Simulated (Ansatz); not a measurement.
Relaxation of ClF2GeH (5 atoms, charge 0, multiplicity 1), to a largest force component of 0.03 eV/Å in at most 50 steps.

These are results of Ansatz, RKS PBE0/def2-SVP, not measurements.

```xyz
5
Properties=species:S:1:pos:R:3
Ge 0.230 0.046 0.043
F 0.541 0.030 1.705
H 1.740 -0.012 -0.113
Cl -0.904 1.724 -0.564
F -0.667 -1.348 -0.406
```

Problem. Where does it end, and by what steps?

Solution. The forces met the threshold. After 4 steps the energy has fallen by 0.433 eV; H3 moved furthest, 0.30 Å.

```tsv
step	energy less start (eV)	largest force component (eV/Å)	accepted
0	0.0000	1.797	yes
1	-0.3695	0.386	yes
2	-0.4230	0.392	yes
3	-0.4279	0.288	yes
4	-0.4327	0.018	yes
```

```xyz
5
Properties=species:S:1:pos:R:3
Ge 0.297 0.044 0.117
F 0.291 0.029 1.836
H 1.722 -0.001 -0.411
Cl -0.807 1.736 -0.528
F -0.564 -1.368 -0.349
```

The run took 21 s on 2 threads of Intel(R) Xeon(R) Platinum 8259CL CPU @ 2.50GHz (Skylake/Cascade Lake), with other jobs on the host, peak memory 0.19 GiB.
